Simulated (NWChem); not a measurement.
Atomisation of F2Zn

```xyz
3

Zn     0.0000     0.0000     0.0000
F      0.0000     0.0000     1.7300
F      0.0000     0.0000    -1.7300
```
Charge 0, spin multiplicity 1.

Program: NWChem. The geometry was optimised at PBE0/def2-SVP, a minimum by its harmonic frequencies.

Basis set: def2-TZVP. The atomisation energy is electronic alone: no zero-point, thermal, spin-orbit or counterpoise terms. No value is extrapolated to the basis-set limit. Free atoms are single determinants with multiplicities Zn 1, F 2.

B3LYP has NWChem's definition, with VWN1-RPA local correlation. The structure started from a generated list of species. The stability of the SCF solutions was not checked.

Problem. One of these methods gave an atomisation energy of 183.3 kcal/mol. Which?
(A) PBE0
(B) B3LYP
(C) M06-2X
(D) PBE

Solution. A, PBE0. The others give 187.3 (M06-2X), 193.6 (PBE), 180.5 (B3LYP).
